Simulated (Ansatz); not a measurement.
Ansatz results at the PBE0-D4/def2-TZVP geometry: LUMO energy (ωB97M-V/def2-TZVPP) 1.65 eV; HOMO energy (ωB97M-V/def2-TZVPP) -8.87 eV; HOMO energy (B3LYP/def2-TZVPP) -6.51 eV.

Each molecule was computed in one conformer, which needn't be the lowest.

Q: Which molecule gave them?
A. `OB1CC[Se]1`
B. `C#CN(C)CN`
C. `S[SiH]1CO1`
D. `CB(O)C=[Se]`

A: A. The others give `S[SiH]1CO1`: 1.60, -9.69, -7.25; `CB(O)C=[Se]`: -1.28, -8.85, -6.46; `C#CN(C)CN`: 2.45, -8.35, -5.95.

B3LYP here is the variant with VWN-RPA as its local correlation; programs differ in this.
